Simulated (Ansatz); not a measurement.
Relaxation of ClF₂GeH₃ (7 atoms, charge 0, multiplicity 1), to a largest force component of 0.03 eV/Å in at most 50 steps.

Method: RKS PBE0-D4/def2-SVP in Ansatz.

```xyz
7
Properties=species:S:1:pos:R:3:forces:R:3
Ge -0.432 -0.129 -0.382 -0.11 -0.07 0.09
Cl -0.387 1.045 2.832 -0.47 -1.00 -0.33
F 1.177 -0.633 -0.016 0.00 -0.01 -0.01
H -0.449 1.372 -0.649 0.00 -0.01 0.01
F -0.829 -0.947 -1.852 0.00 0.00 0.00
H -1.354 -0.708 0.714 0.06 0.00 -0.29
H -0.916 -0.107 2.425 0.51 1.08 0.53
```

Question: Where does it end, and by what steps?

Answer: The run converged. After 16 steps the energy has fallen by 0.284 eV; H7 moved furthest, 1.12 Å.

```
step  energy less start (eV)  largest force component (eV/Å)  accepted
   0                  0.0000                           1.077       yes
   1                 -0.0627                           0.650       yes
   2                 -0.0763                           1.075       yes
   3                 -0.1231                           0.146       yes
   4                 -0.1272                           0.189       yes
   5                 -0.1249                           0.933        no
   6                 -0.1359                           0.072       yes
   7                 -0.1408                           0.331       yes
   8                 -0.1463                           0.590       yes
   9                 -0.1497                           0.523       yes
  10                 -0.1657                           0.494       yes
  11                 -0.1765                           0.869       yes
  12                 -0.2066                           0.327       yes
  13                 -0.2420                           0.477       yes
  14                 -0.2618                           0.668       yes
  15                 -0.2830                           0.066       yes
  16                 -0.2844                           0.022       yes
```

```xyz
7
Properties=species:S:1:pos:R:3
Ge -0.634 -0.142 -0.405
Cl -0.714 0.907 2.861
F 0.637 -0.727 0.646
H -0.443 1.360 -0.575
F -0.267 -0.893 -1.919
H -1.953 -0.722 0.091
H 0.185 0.112 2.373
```

Time of the run: 38 s on 2 threads of Arm Neoverse V1, on a shared host, peak memory 0.2 GiB.
